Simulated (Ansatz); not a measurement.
Born–Oppenheimer molecular dynamics of CH₅F₃OSi (11 atoms, charge 0, multiplicity 1). It starts from a rough guess of a transition structure, not a stationary point.

All numbers below come from UKS B3LYP-D4/STO-3G in Ansatz 0.2.0.

```
ensemble                      : NVE (velocity Verlet)
time step                     : 0.5 fs
steps asked                   : 150
starting velocities drawn for : 600 K
seed                          : 482934
```

Frames 0.5 fs apart, positions in Å, forces in eV/Å.

Velocities at 25.0 fs (Å/ps):

```
Si -1.01 8.90 2.88
O -7.50 1.28 -7.38
C 12.25 3.90 6.59
F 2.40 -6.82 -0.44
F 0.39 -3.11 0.76
H 18.10 10.61 -8.47
H -10.10 -23.89 15.88
F -2.28 -4.33 -3.25
H -8.79 -15.54 8.77
H 5.28 -0.68 1.04
H -12.95 -16.53 -3.75
```

```xyz
11
Properties=species:S:1:pos:R:3:forces:R:3 time_fs=25.0 energy_less_start_eV=0.129 T=489
Si 0.024 0.482 1.324 -2.24 2.76 1.61
O 0.381 0.280 -0.583 1.15 2.39 1.84
C -0.235 -0.528 -1.527 -2.93 -2.39 -1.62
F -1.351 1.306 0.955 -0.64 -0.40 -0.57
F 0.733 1.914 1.869 0.59 -1.60 -0.38
H -0.511 -0.373 2.373 -0.07 -0.18 0.15
H 1.195 -0.241 -0.064 0.77 -1.01 -0.44
F 1.342 -0.582 1.112 1.76 -0.30 0.01
H -0.734 -1.493 -1.153 1.23 0.54 0.09
H -1.164 -0.030 -1.939 1.18 0.27 -0.36
H 0.546 -0.779 -2.286 -0.79 -0.07 -0.34
11
Properties=species:S:1:pos:R:3:forces:R:3 time_fs=25.5 energy_less_start_eV=0.145 T=476
Si 0.023 0.487 1.325 -2.08 2.63 1.40
O 0.377 0.281 -0.587 1.62 2.39 2.26
C -0.230 -0.526 -1.524 -3.54 -2.83 -1.77
F -1.349 1.303 0.955 -0.77 -0.31 -0.58
F 0.733 1.912 1.870 0.64 -1.50 -0.35
H -0.502 -0.367 2.369 -0.15 -0.27 0.29
H 1.191 -0.254 -0.057 0.63 -0.81 -0.56
F 1.341 -0.584 1.110 1.72 -0.28 0.02
H -0.737 -1.500 -1.148 1.36 0.81 0.00
H -1.160 -0.030 -1.939 1.19 0.22 -0.35
H 0.538 -0.787 -2.288 -0.63 -0.05 -0.37
11
Properties=species:S:1:pos:R:3:forces:R:3 time_fs=26.0 energy_less_start_eV=0.155 T=468
Si 0.022 0.491 1.327 -1.90 2.46 1.19
O 0.374 0.282 -0.590 2.08 2.35 2.64
C -0.224 -0.525 -1.521 -4.01 -3.16 -1.90
F -1.348 1.300 0.954 -0.89 -0.22 -0.60
F 0.733 1.910 1.870 0.70 -1.38 -0.32
H -0.493 -0.363 2.366 -0.22 -0.36 0.42
H 1.188 -0.269 -0.051 0.48 -0.58 -0.65
F 1.340 -0.587 1.109 1.67 -0.27 0.04
H -0.737 -1.505 -1.144 1.42 1.00 -0.06
H -1.153 -0.029 -1.940 1.14 0.19 -0.36
H 0.529 -0.796 -2.291 -0.46 -0.03 -0.40
11
Properties=species:S:1:pos:R:3:forces:R:3 time_fs=26.5 energy_less_start_eV=0.155 T=468
Si 0.021 0.496 1.329 -1.70 2.25 0.98
O 0.370 0.284 -0.593 2.51 2.29 2.95
C -0.220 -0.524 -1.518 -4.31 -3.39 -2.01
F -1.347 1.296 0.954 -1.03 -0.13 -0.61
F 0.734 1.908 1.870 0.75 -1.26 -0.28
H -0.485 -0.359 2.364 -0.28 -0.42 0.52
H 1.187 -0.285 -0.046 0.31 -0.33 -0.72
F 1.340 -0.589 1.107 1.62 -0.26 0.05
H -0.733 -1.508 -1.139 1.42 1.09 -0.09
H -1.144 -0.028 -1.941 1.01 0.17 -0.38
H 0.519 -0.804 -2.295 -0.29 -0.01 -0.41
11
Properties=species:S:1:pos:R:3:forces:R:3 time_fs=27.0 energy_less_start_eV=0.144 T=477
Si 0.020 0.502 1.331 -1.50 1.98 0.78
O 0.368 0.286 -0.595 2.89 2.19 3.19
C -0.217 -0.525 -1.516 -4.45 -3.51 -2.11
F -1.347 1.293 0.953 -1.17 -0.03 -0.63
F 0.734 1.906 1.871 0.81 -1.12 -0.24
H -0.477 -0.357 2.363 -0.32 -0.45 0.59
H 1.186 -0.303 -0.043 0.16 -0.08 -0.75
F 1.339 -0.591 1.105 1.56 -0.25 0.07
H -0.726 -1.508 -1.135 1.34 1.09 -0.09
H -1.132 -0.027 -1.944 0.81 0.16 -0.42
H 0.509 -0.813 -2.300 -0.13 0.01 -0.40
11
Properties=species:S:1:pos:R:3:forces:R:3 time_fs=27.5 energy_less_start_eV=0.123 T=495
Si 0.019 0.507 1.332 -1.30 1.66 0.61
O 0.365 0.288 -0.597 3.21 2.07 3.35
C -0.214 -0.526 -1.515 -4.41 -3.51 -2.19
F -1.346 1.289 0.953 -1.32 0.07 -0.64
F 0.735 1.904 1.871 0.87 -0.98 -0.19
H -0.471 -0.355 2.363 -0.35 -0.46 0.63
H 1.186 -0.320 -0.043 0.01 0.16 -0.75
F 1.339 -0.593 1.104 1.50 -0.23 0.09
H -0.716 -1.506 -1.131 1.20 1.01 -0.07
H -1.118 -0.025 -1.947 0.56 0.17 -0.47
H 0.498 -0.822 -2.307 0.02 0.04 -0.37
11
Properties=species:S:1:pos:R:3:forces:R:3 time_fs=28.0 energy_less_start_eV=0.096 T=517
Si 0.018 0.512 1.334 -1.09 1.29 0.47
O 0.364 0.290 -0.599 3.45 1.93 3.42
C -0.212 -0.527 -1.514 -4.21 -3.40 -2.27
F -1.345 1.286 0.952 -1.46 0.16 -0.66
F 0.736 1.901 1.871 0.93 -0.83 -0.14
H -0.465 -0.355 2.365 -0.36 -0.43 0.62
H 1.185 -0.337 -0.043 -0.11 0.39 -0.70
F 1.339 -0.596 1.102 1.43 -0.21 0.10
H -0.702 -1.501 -1.127 1.00 0.83 -0.01
H -1.103 -0.023 -1.952 0.27 0.19 -0.52
H 0.487 -0.830 -2.313 0.14 0.08 -0.31
11
Properties=species:S:1:pos:R:3:forces:R:3 time_fs=28.5 energy_less_start_eV=0.068 T=542
Si 0.016 0.518 1.336 -0.89 0.87 0.37
O 0.362 0.293 -0.599 3.63 1.76 3.40
C -0.212 -0.529 -1.513 -3.86 -3.15 -2.34
F -1.345 1.282 0.951 -1.61 0.26 -0.68
F 0.737 1.899 1.871 1.00 -0.67 -0.09
H -0.460 -0.356 2.368 -0.35 -0.37 0.58
H 1.185 -0.354 -0.046 -0.21 0.60 -0.63
F 1.339 -0.598 1.101 1.36 -0.19 0.10
H -0.687 -1.494 -1.124 0.74 0.55 0.07
H -1.087 -0.020 -1.958 -0.04 0.21 -0.56
H 0.476 -0.838 -2.321 0.25 0.12 -0.23
11
Properties=species:S:1:pos:R:3:forces:R:3 time_fs=29.0 energy_less_start_eV=0.044 T=562
Si 0.015 0.524 1.338 -0.70 0.40 0.31
O 0.362 0.296 -0.600 3.73 1.57 3.28
C -0.211 -0.532 -1.513 -3.41 -2.76 -2.42
F -1.345 1.279 0.951 -1.76 0.36 -0.70
F 0.737 1.896 1.871 1.06 -0.50 -0.04
H -0.456 -0.357 2.373 -0.33 -0.29 0.51
H 1.184 -0.368 -0.050 -0.29 0.79 -0.52
F 1.340 -0.601 1.099 1.27 -0.15 0.10
H -0.669 -1.486 -1.120 0.42 0.20 0.18
H -1.071 -0.017 -1.965 -0.34 0.22 -0.59
H 0.466 -0.846 -2.329 0.33 0.17 -0.12
11
Properties=species:S:1:pos:R:3:forces:R:3 time_fs=29.5 energy_less_start_eV=0.029 T=575
Si 0.013 0.530 1.340 -0.51 -0.10 0.29
O 0.361 0.300 -0.600 3.77 1.36 3.09
C -0.212 -0.536 -1.513 -2.89 -2.25 -2.50
F -1.345 1.275 0.950 -1.91 0.45 -0.72
F 0.739 1.893 1.871 1.13 -0.32 0.02
H -0.453 -0.359 2.379 -0.30 -0.17 0.41
H 1.182 -0.381 -0.055 -0.34 0.95 -0.40
F 1.340 -0.603 1.097 1.18 -0.11 0.09
H -0.651 -1.477 -1.115 0.08 -0.22 0.32
H -1.056 -0.013 -1.974 -0.61 0.22 -0.60
H 0.457 -0.854 -2.338 0.40 0.21 0.00
11
Properties=species:S:1:pos:R:3:forces:R:3 time_fs=30.0 energy_less_start_eV=0.024 T=579
Si 0.012 0.535 1.342 -0.33 -0.63 0.30
O 0.362 0.303 -0.599 3.73 1.13 2.82
C -0.213 -0.540 -1.514 -2.36 -1.64 -2.60
F -1.346 1.272 0.949 -2.04 0.54 -0.74
F 0.740 1.891 1.871 1.20 -0.14 0.07
H -0.450 -0.362 2.386 -0.26 -0.05 0.29
H 1.179 -0.392 -0.061 -0.37 1.08 -0.25
F 1.341 -0.605 1.096 1.07 -0.05 0.08
H -0.632 -1.469 -1.110 -0.27 -0.67 0.47
H -1.042 -0.009 -1.984 -0.82 0.18 -0.57
H 0.448 -0.861 -2.346 0.45 0.25 0.13
11
Properties=species:S:1:pos:R:3:forces:R:3 time_fs=30.5 energy_less_start_eV=0.029 T=575
Si 0.010 0.541 1.345 -0.16 -1.15 0.33
O 0.363 0.307 -0.598 3.63 0.90 2.49
C -0.215 -0.544 -1.515 -1.86 -0.98 -2.69
F -1.346 1.268 0.948 -2.17 0.62 -0.76
F 0.741 1.888 1.872 1.27 0.04 0.13
H -0.448 -0.365 2.393 -0.22 0.08 0.16
H 1.176 -0.400 -0.068 -0.37 1.18 -0.11
F 1.341 -0.608 1.094 0.96 0.01 0.06
H -0.614 -1.463 -1.104 -0.60 -1.09 0.61
H -1.030 -0.005 -1.995 -0.96 0.11 -0.49
H 0.441 -0.867 -2.355 0.49 0.28 0.26
```

Of the whole run (75 fs, mean temperature of the second half 593 K): The conserved energy stayed within 0.12 meV per atom of its start (net change 0.04 meV per atom), so the integration is sound. A run of 0.075 ps of so small a system gives no equilibrium averages. The orbitals stay closed-shell, which can raise the energy where a bond breaks towards radicals; this wasn't checked here. Limits of this set-up: minimal basis.

Run time: 13 min on 1 CPU thread of a shared host.
